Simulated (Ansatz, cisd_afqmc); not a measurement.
System: SiNH4F, charge 0, singlet. SiNH4F (SMILES [SiH2](N)F).
B3LYP-D3(BJ)/def2-TZVP minimum from Ansatz (a program for electronic structure):
```xyz
7

Si    -0.2240     0.3357     0.2089
N      1.4390    -0.0069     0.2877
F     -1.0700    -0.6686    -0.7245
H     -0.3950     1.6745    -0.3838
H     -0.7912     0.1993     1.5625
H      1.8060    -0.7516     0.8580
H      2.0731     0.2428    -0.4541
```
Charge 0, spin multiplicity 1.

Atomisation energy term by term, kcal/mol (programs: Ansatz, cisd_afqmc). Radicals and triplets start from unrestricted determinants; spin-orbit coupling is neglected. Correlated methods leave the cores frozen. Rows without X2C or -DK are non-relativistic. AFQMC/CISD: phaseless, guided by CISD from CCSD amplitudes; bars are statistical, one sigma. Outlying blocks are dropped, and bars are widened where a walk drifts. Over all cases where full CI ran beside it in this data, AFQMC minus full CI had a median of +0.1 mEh and passed +0.4 mEh in a tenth of the cases. CBS(X,Y): correlation extrapolated as X^-3, Hartree-Fock from the larger set. A bracket is a step between two methods taken in the basis named. 'core' is core correlation in cc-pwCVTZ (1s frozen past Ne), 'X2C' scalar relativity in cc-pVTZ-DK, both at CCSD(T). For partners of very few electrons the exact lower level stands in for a higher one.

```json
[
 {"term": "Hartree-Fock", "basis": "cc-pV(Q+d)Z", "kcal/mol": "422.85"},
 {"term": "CCSD correlation", "basis": "CBS(cc-pV(T+d)Z,cc-pV(Q+d)Z)", "kcal/mol": "153.83"},
 {"term": "(T)", "basis": "CBS(cc-pV(T+d)Z,cc-pV(Q+d)Z)", "kcal/mol": "7.99"},
 {"term": "CCSDT(Q) - CCSD(T)", "basis": "cc-pV(D+d)Z", "kcal/mol": "0.51"},
 {"term": "core correlation", "basis": "cc-pwCVTZ", "kcal/mol": "0.68"},
 {"term": "scalar relativity", "basis": "X2C, cc-pVTZ-DK", "kcal/mol": "-1.28"},
 {"term": "sum: De", "basis": "", "kcal/mol": "584.6"}
]
```

The step beyond CCSD(T) by other levels: AFQMC/CISD in cc-pV(D+d)Z 0.52 ± 0.25 kcal/mol.
